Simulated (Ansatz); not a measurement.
`C[Se][InH2]` + CH₃NH₂ → `C[NH][InH2]` + `C[SeH]`  (ligand exchange at the In–Se bond)

Computed with Ansatz on PBE0-D4/def2-TZVP structures; ΔE is electronic, products minus reactants. CCSD(T)/CBS is the MP2 limit (def2-TZVPP, def2-QZVPP) plus CCSD(T) − MP2 in def2-TZVPP, frozen cores. DFT in def2-TZVPP. HSE06 is defined as in plane-wave codes. Elements past krypton have def2 core potentials. For In, Se outer-core shells are correlated without core-valence functions, which leaves a few kJ/mol of doubt a bond. Scalar relativity is left out up to krypton.

```
          level  ΔE (kJ/mol)  difference from CCSD(T)/CBS
      revPBE-D4         93.5                         -1.1
        BLYP-D4         89.9                         -4.7
       HSE06-D4        101.9                          7.3
        ωB97X-V         92.5                         -2.1
        ωB97M-V         95.0                          0.4
         B2PLYP         93.3                         -1.3
       PBE-QIDH        100.0                          5.4
            PBE         95.2                          0.6
         r2SCAN         97.0                          2.4
        r2SCAN0        102.4                          7.8
          HSE06        101.5                          6.9
          BHLYP        100.4                          5.8
      CAM-B3LYP         89.9                         -4.7
CCSD/def2-TZVPP         91.7                         -2.9
  HF/def2-QZVPP        105.4                         10.8
 CCSD/CBS(def2)         96.1                          1.5
    CCSD(T)/CBS         94.6                            0
```

Largest T1 diagnostic among the species: 0.016.

From r2SCAN to r2SCAN0 (25 % exact exchange), in def2-TZVPP and without D4, ΔE moves by +5.4 kJ/mol. In def2-TZVPP, CCSD(T) changes the Hartree–Fock value by −16.4 kJ/mol (the triples alone add −1.5 kJ/mol) and MP2 by −13.9 kJ/mol. At CCSD(T), def2-SVP lies −7.0 kJ/mol from the extrapolated value and def2-TZVPP −4.4 kJ/mol.
